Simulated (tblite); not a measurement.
Compound: C₆H₉F₂Si (charge +1).
SMILES with atom numbers: `[F:1][CH:2]([F:3])[C@@H:4]1[CH2:5][CH:6]=[CH:7][CH2:8][SiH+:9]1` (hydrogens: H10 on C2; H11 on C4; H12, H13 on C5; H14 on C6; H15 on C7; H16, H17 on C8; H18 on Si9)

Computed geometry: GFN2-xTB, gas phase.

Task: Give the optimised bond lengths and angles.

Result: 
```
   bond  length (Å)
  F1–C2       1.354
  C2–F3       1.352
  C2–C4       1.534
  C4–C5       1.543
  C5–C6       1.504
  C6=C7       1.322
  C7–C8       1.521
 C8–Si9       1.882
 C4–Si9       1.908
 C2–H10       1.098
 C4–H11       1.096
 C5–H12       1.091
 C5–H13       1.094
 C6–H14       1.080
 C7–H15       1.079
 C8–H16       1.097
 C8–H17       1.097
Si9–H18       1.456
```

A selection of angles:
```
     angle  degrees
  F1–C2–F3    105.5
  F1–C2–C4    109.8
 F1–C2–H10    108.8
  F3–C2–C4    108.4
 F3–C2–H10    109.1
 C4–C2–H10    114.8
  C2–C4–C5    111.9
 C2–C4–Si9    104.6
 C2–C4–H11    106.0
 C5–C4–Si9    112.0
 C5–C4–H11    108.7
Si9–C4–H11    113.5
  C4–C5–C6    115.6
 C4–C5–H12    108.3
 C4–C5–H13    108.7
 C6–C5–H12    108.7
 C6–C5–H13    108.3
H12–C5–H13    106.7
  C5–C6–C7    127.5
 C5–C6–H14    114.5
 C7–C6–H14    118.0
  C6–C7–C8    127.8
 C6–C7–H15    119.0
 C8–C7–H15    113.2
 C7–C8–Si9    112.8
 C7–C8–H16    108.2
 C7–C8–H17    108.3
Si9–C8–H16    110.5
Si9–C8–H17    111.7
H16–C8–H17    105.1
C8–Si9–H18    131.4
 C4–Si9–C8    108.2
C4–Si9–H18    120.1
```

Dihedral angles: F1–C2–C4–C5 70° (synclinal); C2–C4–C5–C6 -72° (synclinal); C4–C5–C6–C7 -38° (synclinal); C5–C6–C7–C8 0° (synperiplanar); C6–C7–C8–Si9 19° (synperiplanar); C7–C8–Si9–C4 -4° (synperiplanar); C2–C4–Si9–C8 96° (anticlinal).

C6 (alkene CH carbon) is planar (angles 127.5°, 118.0° and 114.5°, sum 360.0°, 0.02 Å off the plane of its three neighbours). The 2 C–Si bonds span 1.882 Å (C8–Si9, drawn single) to 1.908 Å (C4–Si9, drawn single), a spread of 0.026 Å. Si9 (silicon bonded to 2 C and H) is planar (angles 131.4°, 120.1° and 108.2°, sum 359.7°, 0.05 Å off the plane of its three neighbours). The 5 C–C bonds span 1.322 Å (C6=C7, drawn double) to 1.543 Å (C4–C5, drawn single), a spread of 0.221 Å. Of the pairs four or more bonds apart, F1···C6 is among the closest relative to their van der Waals radii: 3.00 Å, 95 % of the sum of Bondi's values. The 6-membered ring C4–C5–C6–C7–C8–Si9 has internal angles of 108.2° to 127.8° (sum 704°, against 720° for a flat polygon); it is puckered, 0.17 Å rms from its mean plane, widest ring torsion 45°. C7 (alkene CH carbon) is planar (angles 127.8°, 119.0° and 113.2°, sum 360.0°, 0.01 Å off the plane of its three neighbours).

Point group: C1 (no symmetry element, even within 0.4 Å). GFN2-xTB frequencies show an imaginary mode (24i cm⁻¹), so the point is no minimum at that level.

Time: 1.2 s. Hardware: Arm Neoverse V1, one thread (shared host). This is the geometry optimisation.

One conformer stands for the species.
